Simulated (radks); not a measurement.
Numerical settings for the iron ion Fe+, [Ar] 3d6 4s1. Method: non-relativistic Kohn-Sham, PBE, spin-polarised, spherical densities, point nucleus; open shells are filled with parallel spins first; computed with a radial shooting solver on a logarithmic mesh with Libxc functionals. The defaults (mesh step 0.008 in ln r, mesh end at 40 bohr or more with all orbitals vanishing there, Anderson mixing 0.5 over 9 steps, residual threshold near 1e-9 with the energy settled to 1e-9 hartree or 1e-11 of itself, here a cap of 87 iterations) give E = -1263.1480 hartree and 4s at -12.884 eV in 15 iterations. Run on one thread of a shared host, so times are rough (Arm Neoverse V1): 0.15 s of CPU time, 0.15 s wall, 15 iterations on 2546 mesh points. Changes against that run (0 stands for a change within the tolerance of the run):

setting                    iterations         converged  E (mhartree)  e(4s) (meV)  CPU (s)
mesh step in ln r 0.08             35               yes        +0.222      +0.0341     0.06
mesh step in ln r 0.02             15               yes             0            0     0.07
mesh step in ln r 0.005            15               yes             0            0     0.22
mesh end (bohr) 2                  13  level above zero     +4.91e+03    +8.55e+04      0.1
mesh end (bohr) 20                 15               yes             0            0     0.14
residual threshold 0.01            10               yes             0       +0.223     0.11
residual threshold 1e-05           12               yes             0      +0.0423     0.13
mixing 0.2                         17               yes             0            0     0.16
linear mixing, mixing 0.2          87               yes             0            0     0.59
linear mixing, mixing 1            87                no     +1.65e+04    -9.38e+04      1.8
mixing history 3                   19               yes             0            0     0.16
iteration cap 2                     2                no          +245    -7.96e+03     0.03

Settled on a wrong energy, with an occupied level pushed above zero by the early mesh end: mesh end (bohr) 2 (+4.91 hartree). Apart from these: no run marked as converged misses the energy by more than 1 mhartree. A mesh that ends early acts as a hard wall.
